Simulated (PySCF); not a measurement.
C4H7O2S (SMILES O=S1(=O)[CH]CCC1), doublet, geometry from GFN2-xTB, with bond 8-4 at 1.6 times its length; PBE0/STO-3G (PySCF).

Input for PySCF:
```python
from pyscf import gto, scf, dft

mol = gto.M(
    atom='''
O     1.205823    0.637038    1.264430
S     0.597316    0.463778   -0.027910
O     1.210889    1.144902   -1.138287
C    -1.126853    0.814592    0.030437
C    -1.900073   -0.428662   -0.030210
C    -0.949493   -1.578014    0.338865
C     0.366713   -1.318432   -0.361470
H    -1.757425    2.388972   -0.199795
H    -2.769753   -0.400090    0.634802
H    -2.297540   -0.588655   -1.044897
H    -0.777751   -1.562501    1.416426
H    -1.378335   -2.542879    0.066763
H     0.310411   -1.443787   -1.438798
H     1.201420   -1.873523    0.050853
''',
    basis='sto-3g',
    charge=0,
    spin=1,
    verbose=4,
)

mf = dft.UKS(mol)
mf.xc = 'pbe0'
mf.init_guess = 'mod_huckel'
mf.kernel()
mf.analyze()
```

It wrote (shortened):

```
PySCF version 2.14.0

[INPUT] verbose = 4
[INPUT] num. atoms = 14
[INPUT] num. electrons = 63
[INPUT] charge = 0
[INPUT] spin (= nelec alpha-beta = 2S) = 1
[INPUT] symmetry False subgroup None
[INPUT] Mole.unit = angstrom
[INPUT] Symbol           X                Y                Z      unit          X                Y                Z       unit  Magmom
[...]
nuclear repulsion = 416.083672511697
number of shells = 30
number of NR pGTOs = 138
number of NR cGTOs = 46
basis = sto-3g
ecp = {}

******** <class 'pyscf.dft.uks.UKS'> ********
method = UKS
initial guess = mod_huckel
damping factor = 0
level_shift factor = 0
DIIS = <class 'pyscf.scf.diis.CDIIS'>
diis_start_cycle = 1
diis_space = 8
diis_damp = 0
SCF conv_tol = 1e-09
SCF conv_tol_grad = None
SCF max_cycles = 50
direct_scf = True
direct_scf_tol = 1e-13
number electrons alpha = 32  beta = 31
XC library pyscf.dft.libxc version 7.1.2
    S. Lehtola, C. Steigemann, M. J. T. Oliveira, and M. A. L. Marques,  SoftwareX 7, 1–5 (2018)
XC functionals = pbe0
    C. Adamo and V. Barone,  J. Chem. Phys. 110, 6158 (1999)
    M. Ernzerhof and G. E. Scuseria,  J. Chem. Phys. 110, 5029 (1999)
radial grids:
    Treutler-Ahlrichs [JCP 102, 346 (1995); DOI:10.1063/1.469408] (M4) radial grids

becke partition: Becke, JCP 88, 2547 (1988); DOI:10.1063/1.454033
pruning grids: <function nwchem_prune>
grids dens level: 3
symmetrized grids: False
atomic radii adjust function: <function treutler_atomic_radii_adjust>
small_rho_cutoff = 0
Set gradient conv threshold to 3.16228e-05
Initial guess from on-the-fly Huckel, doi:10.1021/acs.jctc.8b01089,
employing the updated GWH rule from doi:10.1021/ja00480a005.
Spherically averaged atomic HF for {'S', 'H', 'C', 'O'}

******** <class 'pyscf.scf.atom_hf.AtomSphAverageRHF'> ********
method = AtomSphAverageRHF
initial guess = minao
damping factor = 0
level_shift factor = 0
DIIS = <class 'pyscf.scf.diis.CDIIS'>
diis_start_cycle = 1
diis_space = 8
diis_damp = 0
SCF conv_tol = 1e-09
SCF conv_tol_grad = None
SCF max_cycles = 50
direct_scf = True
direct_scf_tol = 1e-13
atom = O
Set gradient conv threshold to 3.16228e-05
Initial guess from minao.
init E= -73.1764948007123
cycle= 1 E= -73.2331923193787  delta_E= -0.0567  |g|=    0  |ddm|= 0.0752
cycle= 2 E= -73.2331923193787  delta_E=    0  |g|=    0  |ddm|= 9.02e-16
Extra cycle  E= -73.2331923193787  delta_E=    0  |g|=    0  |ddm|=    0
Atomic HF for atom  O  converged. SCF energy = -73.2331923193787

******** <class 'pyscf.scf.atom_hf.AtomSphAverageRHF'> ********
method = AtomSphAverageRHF
initial guess = minao
damping factor = 0
level_shift factor = 0
DIIS = <class 'pyscf.scf.diis.CDIIS'>
diis_start_cycle = 1
diis_space = 8
diis_damp = 0
SCF conv_tol = 1e-09
SCF conv_tol_grad = None
SCF max_cycles = 50
direct_scf = True
direct_scf_tol = 1e-13
atom = S
Set gradient conv threshold to 3.16228e-05
Initial guess from minao.
init E= -392.475165763594
cycle= 1 E= -392.767621742061  delta_E= -0.292  |g|=    0  |ddm|= 0.135
cycle= 2 E= -392.767648508034  delta_E= -2.68e-05  |g|=    0  |ddm|= 0.00264
cycle= 3 E= -392.767648513484  delta_E= -5.45e-09  |g|=    0  |ddm|= 3.82e-05
cycle= 4 E= -392.767648513483  delta_E= 1.14e-13  |g|=    0  |ddm|= 1.66e-09
Extra cycle  E= -392.767648513484  delta_E= -1.14e-13  |g|=    0  |ddm|= 1.59e-09
Atomic HF for atom  S  converged. SCF energy = -392.767648513484

******** <class 'pyscf.scf.atom_hf.AtomSphAverageRHF'> ********
method = AtomSphAverageRHF
initial guess = minao
damping factor = 0
level_shift factor = 0
DIIS = <class 'pyscf.scf.diis.CDIIS'>
diis_start_cycle = 1
diis_space = 8
diis_damp = 0
SCF conv_tol = 1e-09
SCF conv_tol_grad = None
SCF max_cycles = 50
direct_scf = True
direct_scf_tol = 1e-13
atom = C
Set gradient conv threshold to 3.16228e-05
Initial guess from minao.
init E= -36.7517431777338
cycle= 1 E= -36.7619269638614  delta_E= -0.0102  |g|=    0  |ddm|= 0.0245
cycle= 2 E= -36.7619269638615  delta_E= -2.13e-14  |g|=    0  |ddm|= 1.91e-15
[...]
converged SCF energy = -695.942831195682  <S^2> = 0.78510419  2S+1 = 2.0348014
[...]
**** SCF Summaries ****
Total Energy =                        -695.942831195681720
Nuclear Repulsion Energy =             416.083672511697330
One-electron Energy =                -1784.958441221026078
Two-electron Energy =                  672.931937513646858
Two-electron Coulomb Energy =          740.070770215011294
DFT Exchange-Correlation Energy =      -67.138832701364407
**** MO energy ****
                             alpha | beta                alpha | beta
[...]
To work with the spin densities directly, `use mulliken_meta_spin()` only printing them here.

 ** Mulliken spin pop alpha/beta on meta-lowdin orthogonal AOs **
 ** Mulliken Spin Density (per AO)  **
spin_pop of  0 O 1s       -0.00000
spin_pop of  0 O 2s       -0.00117
spin_pop of  0 O 2px       0.01498
spin_pop of  0 O 2py      -0.00077
spin_pop of  0 O 2pz       0.00061
spin_pop of  1 S 1s       -0.00000
spin_pop of  1 S 2s        0.00000
spin_pop of  1 S 3s       -0.00356
spin_pop of  1 S 2px       0.00000
spin_pop of  1 S 2py       0.00000
spin_pop of  1 S 2pz      -0.00000
spin_pop of  1 S 3px      -0.00978
spin_pop of  1 S 3py      -0.00161
spin_pop of  1 S 3pz      -0.00750
spin_pop of  2 O 1s       -0.00000
spin_pop of  2 O 2s       -0.00062
spin_pop of  2 O 2px       0.03558
spin_pop of  2 O 2py      -0.00126
spin_pop of  2 O 2pz      -0.00118
spin_pop of  3 C 1s       -0.00001
spin_pop of  3 C 2s        0.08894
spin_pop of  3 C 2px       0.05120
spin_pop of  3 C 2py       0.10603
spin_pop of  3 C 2pz       0.86932
spin_pop of  4 C 1s        0.00000
spin_pop of  4 C 2s       -0.00936
spin_pop of  4 C 2px      -0.01243
spin_pop of  4 C 2py      -0.01965
spin_pop of  4 C 2pz      -0.01534
spin_pop of  5 C 1s        0.00000
spin_pop of  5 C 2s        0.00181
spin_pop of  5 C 2px       0.00310
spin_pop of  5 C 2py       0.00367
spin_pop of  5 C 2pz       0.00103
spin_pop of  6 C 1s       -0.00000
spin_pop of  6 C 2s       -0.00009
spin_pop of  6 C 2px      -0.00017
spin_pop of  6 C 2py       0.00265
spin_pop of  6 C 2pz       0.00003
spin_pop of  7 H 1s       -0.17081
spin_pop of  8 H 1s        0.02805
spin_pop of  9 H 1s        0.04916
spin_pop of  10 H 1s       -0.00084
spin_pop of  11 H 1s       -0.00024
spin_pop of  12 H 1s       -0.00013
spin_pop of  13 H 1s        0.00039
 ** Mulliken Spin Density (per atom)  **
spin density of  0 O =      0.01365
spin density of  1 S =     -0.02246
spin density of  2 O =      0.03251
spin density of  3 C =      1.11549
spin density of  4 C =     -0.05679
spin density of  5 C =      0.00961
spin density of  6 C =      0.00242
spin density of  7 H =     -0.17081
spin density of  8 H =      0.02805
spin density of  9 H =      0.04916
spin density of  10 H =     -0.00084
spin density of  11 H =     -0.00024
spin density of  12 H =     -0.00013
spin density of  13 H =      0.00039
 ** Mulliken pop alpha/beta on meta-lowdin orthogonal AOs **
 ** Mulliken pop       alpha | beta **
In total            32.00000 | 31.00000
 ** Mulliken atomic charges   ( Nelec_alpha | Nelec_beta ) **
charge of  0O =     -0.49616  (     4.25491      4.24125 )
charge of  1S =      1.21889  (     7.37933      7.40179 )
charge of  2O =     -0.49437  (     4.26344      4.23093 )
charge of  3C =     -0.19288  (     3.65419      2.53870 )
charge of  4C =     -0.10304  (     3.02313      3.07992 )
charge of  5C =     -0.08654  (     3.04808      3.03847 )
charge of  6C =     -0.23296  (     3.11769      3.11527 )
charge of  7H =      0.02857  (     0.40031      0.57112 )
charge of  8H =      0.06343  (     0.48231      0.45426 )
charge of  9H =      0.05716  (     0.49600      0.44684 )
charge of  10H =      0.05620  (     0.47148      0.47232 )
charge of  11H =      0.05790  (     0.47093      0.47117 )
charge of  12H =      0.05945  (     0.47021      0.47034 )
charge of  13H =      0.06435  (     0.46802      0.46763 )
Dipole moment(X, Y, Z, Debye): -2.67712, -2.31035, -0.46343
```
